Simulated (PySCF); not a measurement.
MoH₃, SMILES [MoH3] (connectivity only; charge and spin as stated), neutral, multiplicity 4.

Geometry optimised at B3LYP-D3(BJ)/def2-TZVPD. A frequency run showed that this geometry is not a minimum. The multiplicity is an assumed one; other spin states were not compared. The def2 effective core potentials stand for the cores of Mo; spin–orbit coupling is left out.

These are B3LYP-D3(BJ)/def2-TZVPD run with PySCF 2.14.0 values and carry that method's errors.

Frequencies are harmonic and unscaled.

Modes within 1.5 cm⁻¹ of each other (mostly degenerate sets) share a row, with their intensities summed.

Task: Give all harmonic wavenumbers and intensities. (Estimate from the structure and the level; the computed values follow.)

Result: 
```csv
mode,ν (cm⁻¹),IR (km/mol),moving atoms (share of kinetic energy)
1,417i,232.7,H 97 %
2–3,865,98.3,H 99 %
4–5,1845,656.0,H 98 %
6,1853,0.0,H 100 %
```
